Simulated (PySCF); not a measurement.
Basis-set dependence of GeP at CCSD(T)

PySCF, ROHF reference; doublet, unpaired electrons π ↑; De to Ge + P without counterpoise correction. Frozen cores follow the default of each basis and core potential.

```tsv
basis	relativity	functions	Re (Å)	ωe (cm⁻¹)	De (eV)	frozen orbitals
cc-pVDZ-PP/cc-pV(D+d)Z	scalar-relativistic core potentials	46	2.186	459	2.59	9
def2-SVP	no relativity	50	2.173	468	2.64	14
x2c-TZVPPall	spin-free X2C	90	2.162	476	3.08	14
def2-TZVPPD	no relativity	102	2.162	479	3.14	14
```

**Question.** How does each smaller set differ from the one with most functions, def2-TZVPPD?

**Answer.** cc-pVDZ-PP/cc-pV(D+d)Z: +2.4 pm, -4.2 % in ωe, -0.55 eV in De; def2-SVP: +1.1 pm, -2.3 % in ωe, -0.50 eV in De; x2c-TZVPPall: +0.0 pm, -0.6 % in ωe, -0.06 eV in De. All at CCSD(T); the set with most functions is neither the basis-set limit nor always the best. The rows treat relativity differently, so the differences are not basis effects alone.

Correlated steps freeze the inner cores (9 to 14 orbitals); shallow outer-core shells are correlated. Correlated levels converge slowly with the basis: in double zeta they bind strong bonds too weakly, by up to about 1 eV, and carry superposition errors of some tenths. Spin–orbit coupling is left out. The state is the lowest determinant that a PBE0 search found; another state may lie lower at other levels.
